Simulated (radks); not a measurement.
Results of a calculation; reference values are marked as such.
Task: All-electron atom: I III in [Kr] 4d10 5s2 5p3 (the NIST ground configuration). Level of theory: Dirac Kohn-Sham, PBE, spin-unpolarised, spherical densities, finite nucleus; open shells fill j = l - 1/2 first; Fermi nuclear charge, rms radius 4.75 fm (a radial shooting solver on a logarithmic mesh with Libxc functionals).

Spin-orbit splittings of the eigenvalues, e(l+1/2) - e(l-1/2), with zeta = 2 splitting/(2l+1) and mean radii in bohr:

shell  occ.  splitting (eV)  zeta (eV)  <r> j=l-1/2  <r> j=l+1/2
2p        6           298.7      199.2      0.09846       0.1041
3p        6               ?          ?       0.3040       0.3155
3d       10           11.82      4.729       0.2865       0.2901
4p        6           10.95      7.302       0.7725       0.8006
4d       10           1.720     0.6880       0.9122       0.9235
5p        3           1.285     0.8565        2.158        2.238

Estimate the 3p splitting.

Result: 56.22 eV (zeta = 37.48 eV).
